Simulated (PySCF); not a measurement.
Which level of theory gave which numbers?

Compound: CH₈Ge₂OS.
Bonds: C1–S2, S2–Ge3, Ge3–O4, O4–Ge5. Hydrogens: H6, H7, H8 on C1; H9, H10 on Ge3; H11, H12, H13 on Ge5.

The closed-shell ground state was solved 7 times with PySCF (density fitting, gas phase), always in the pcSseg-1 basis (180 functions), with these functionals: B3LYP, CAM-B3LYP, HF, KT3, LC-wPBE, PBE0 and wB97X-D. Geometry: PBE0-D3(BJ)/def2-SVP, one conformer, isolated molecule. Relativistic effects, spin–orbit coupling among them, are left out although an element past zinc is present.

```tsv
row	total energy (Eh)	HOMO (eV)	LUMO (eV)	dipole (D)
P	-4690.4039	-5.92	-0.99	0.79
Q	-4670.0259	-8.94	1.68	0.79
R	-4669.1244	-7.07	-0.07	0.80
S	-4665.1729	-9.91	3.35	0.77
T	-4670.0538	-6.81	-0.28	0.76
U	-4669.2138	-9.78	2.19	0.77
V	-4670.1404	-8.36	1.01	0.73
```

Task: Which functional belongs to which row?

Result: P = KT3, Q = wB97X-D, R = PBE0, S = HF, T = B3LYP, U = LC-wPBE, V = CAM-B3LYP. By rising HOMO–LUMO gap: KT3 (GGA) 4.93 eV; B3LYP (global hybrid, 20 % exact exchange) 6.53 eV; PBE0 (global hybrid, 25 % exact exchange) 7.00 eV; CAM-B3LYP (range-separated hybrid) 9.37 eV; wB97X-D (range-separated hybrid) 10.62 eV; LC-wPBE (range-separated hybrid) 11.97 eV; HF (all exact exchange) 13.26 eV. Total energies of different functionals aren't bounds to one another; each is stationary for its own functional.

Shape of the structure used: `[CH3:1][S:2][GeH2:3][O:4][GeH3:5]`: C1–S2–Ge3–O4 66°, S2–Ge3–O4–Ge5 41°.

The pairwise dispersion term of wB97X-D wasn't added to the energies; at a given geometry it leaves orbitals and properties as they are.
